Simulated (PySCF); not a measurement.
C₂H₉GeN.

```xyz
13

Ge     0.5080    -0.3521     0.3136
N      1.3161     1.0197    -0.6409
C     -1.3288    -0.5245    -0.3690
C     -2.1016     0.7974    -0.3457
H      1.3495    -1.6171     0.0345
H      0.4672    -0.1011     1.8502
H      0.9818     1.9490    -0.3889
H      2.3319     1.0293    -0.5603
H     -1.2559    -0.9129    -1.3981
H     -1.8453    -1.2949     0.2280
H     -2.1897     1.2012     0.6770
H     -3.1248     0.6793    -0.7392
H     -1.6004     1.5603    -0.9636
```
Charge 0, spin multiplicity 1.

Geometry: B3LYP-D3(BJ)/def2-SVP. Other conformers were not sampled.

Computed with KT2/pcSseg-1 in PySCF. Non-relativistic, no solvent.

Computed absolute GIAO shielding of each atom: isotropic value and principal components (ppm):
| atom | σ(iso) | σ11 | σ22 | σ33 | span |
|---|---|---|---|---|---|
| Ge1 | 1392.2 | 1262.4 | 1394.4 | 1519.8 | 257.5 |
| N2 | 262.0 | 240.0 | 255.4 | 290.5 | 50.5 |
| C3 | 170.1 | 163.8 | 172.8 | 173.6 | 9.9 |
| C4 | 172.6 | 162.6 | 169.4 | 185.6 | 22.9 |
| H5 | 26.5 | 20.6 | 21.7 | 37.1 | 16.5 |
| H6 | 26.0 | 19.5 | 21.6 | 36.9 | 17.4 |
| H7 | 31.6 | 23.2 | 29.1 | 42.5 | 19.3 |
| H8 | 31.5 | 23.3 | 27.1 | 44.1 | 20.8 |
| H9 | 30.0 | 25.1 | 28.6 | 36.4 | 11.3 |
| H10 | 30.4 | 25.4 | 28.5 | 37.3 | 11.9 |
| H11 | 30.2 | 25.9 | 28.4 | 36.4 | 10.4 |
| H12 | 29.7 | 24.7 | 27.0 | 37.5 | 12.8 |
| H13 | 30.0 | 24.8 | 30.0 | 35.2 | 10.4 |
